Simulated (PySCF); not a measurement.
This PySCF input asks for the NMR shieldings of SMILES [H]/N=C\[C@H](C(=O)OC)[C@@H]1C[SiH2]1, C$_{6}$H$_{11}$NO$_{2}$Si; the geometry comes from GFN2-xTB.

```python
import basis_set_exchange as bse
import numpy as np
from pyscf import gto, dft
from pyscf.prop import nmr

atoms = """
C     3.020742   -1.045556   -0.711894
O     1.811780   -0.857294    0.013538
C     1.151647    0.293970   -0.162214
O     1.521593    1.180663   -0.889998
C    -0.106282    0.314982    0.665781
C    -0.251277    1.613352    1.438765
N     0.194530    2.746065    1.162953
C    -1.307849    0.209593   -0.265414
C    -2.634411   -0.254027    0.351767
Si   -1.924314   -1.459760   -0.907956
H     3.336273   -0.100153   -1.157013
H     3.772559   -1.407629   -0.012144
H     2.851960   -1.785955   -1.495073
H    -0.092356   -0.536823    1.350298
H    -0.880070    1.534483    2.322536
H     0.772719    2.790501    0.323029
H    -1.383973    1.080415   -0.908596
H    -3.497612    0.354177    0.120215
H    -2.601999   -0.500616    1.404337
H    -2.496687   -1.502992   -2.239093
H    -1.265895   -2.650454   -0.404297
"""
names = dict.fromkeys(["C", "O", "N", "Si", "H"], "pcSseg-1")
basis = {el: gto.basis.parse(bse.get_basis(n, elements=[el], fmt="nwchem")) for el, n in names.items()}
mol = gto.M(atom=atoms, basis=basis, charge=0, verbose=0)
mf = dft.RKS(mol, xc="PBE0")
mf.grids.level = 2
mf.grids.alignment = dft.numint.BLKSIZE   # the property module wants whole blocks of grid points
mf.conv_tol = 1e-9
mf.kernel()

calc = nmr.RKS(mf)   # GIAO
C = mf.mo_coeff
Co = C[:, mf.mo_occ > 0]
resp = mf.gen_response(singlet=True, hermi=2)
def vind(x):   # induced exchange potential for any number of trial vectors
    d = np.einsum("pi,xij,qj->xpq", C, 2 * x.reshape(-1, C.shape[1], Co.shape[1]), Co, optimize=True)
    return np.einsum("xpq,pi,qj->xij", resp(d - d.transpose(0, 2, 1)), C, Co, optimize=True).ravel()
mo1, _ = nmr.rhf.solve_mo1(calc, with_cphf=vind)
sigma = calc.kernel(mo1)
for i, s in enumerate(sigma):   # ppm
    w = np.linalg.eigvalsh((s + s.T) / 2)
    print("%2d %-2s iso %8.1f  s11 %8.1f  s22 %8.1f  s33 %8.1f" % (i, mol.atom_pure_symbol(i), w.mean(), *w))
```

Question: What does it print?

Answer: 
```
 0 C  iso    136.5  s11     98.2  s22    127.3  s33    184.1
 1 O  iso    144.6  s11    -31.5  s22    224.4  s33    241.0
 2 C  iso      7.9  s11    -91.1  s22     40.9  s33     74.0
 3 O  iso    -74.8  s11   -361.1  s22   -195.2  s33    331.9
 4 C  iso    131.6  s11    120.3  s22    131.8  s33    142.8
 5 C  iso     16.6  s11   -102.3  s22     30.4  s33    121.8
 6 N  iso    -92.8  s11   -426.3  s22   -121.9  s33    269.9
 7 C  iso    169.5  s11    145.6  s22    151.6  s33    211.3
 8 C  iso    186.5  s11    154.9  s22    191.8  s33    212.8
 9 Si iso    501.9  s11    390.7  s22    403.3  s33    711.8
10 H  iso     26.2  s11     22.0  s22     26.2  s33     30.5
11 H  iso     28.3  s11     23.8  s22     26.2  s33     34.8
12 H  iso     28.3  s11     23.4  s22     26.9  s33     34.7
13 H  iso     29.5  s11     26.4  s22     29.1  s33     33.1
14 H  iso     23.4  s11     20.7  s22     21.6  s33     27.9
15 H  iso     19.3  s11      9.6  s22     20.4  s33     27.9
16 H  iso     30.5  s11     24.4  s22     29.6  s33     37.4
17 H  iso     30.7  s11     24.9  s22     26.3  s33     40.9
18 H  iso     31.1  s11     25.8  s22     28.1  s33     39.4
19 H  iso     29.2  s11     23.9  s22     26.0  s33     37.6
20 H  iso     29.2  s11     24.3  s22     27.2  s33     36.2
```

These numbers come from an equivalent density-fitted implementation of the same equations, which agrees with the script to about 0.01 ppm for H and up to a few tenths of a ppm for heavy atoms, so last digits may differ.

Question: Turn these shieldings into chemical shifts. Chemical shifts δ = σref − σ; TMS for ¹³C (σref 186.93), ²⁹Si (σref 349.16), ¹H (σref 31.72); ¹⁷O (σref 336.08) vs H2O; NH3 for ¹⁵N (σref 267.73), all at this level.

Answer: Averaging equivalent atoms: C 2: 179.0; C 5: 170.3; C 4: 55.3; C 0: 50.4; C 7: 17.4; C 8: 0.4; O 3: 410.9; O 1: 191.4; N 6: 360.5; Si 9: -152.8; H 15: 12.42; H 14: 8.29; H 10/11/12: 4.12; H 19: 2.56; H 20: 2.47; H 13: 2.19; H 16: 1.25; H 17: 1.01; H 18: 0.61 ppm. Unscaled 17O shifts of doubly bonded oxygen tend to come out too high, by tens of ppm or more. Experimental scales use liquid or dissolved standards, which lie at an offset from isolated NH3 (liquid NH3: subtract about 20 ppm) and H2O (liquid H2O: subtract about 36 ppm). Unscaled 15N shifts of sp2 nitrogen come out 20 to 40 ppm too high even then.

Size and cost of the density-fitted run: 232 basis functions, 74 s wall time on 1 thread of an Arm Neoverse V1, shared host; peak memory 1.1 GiB.
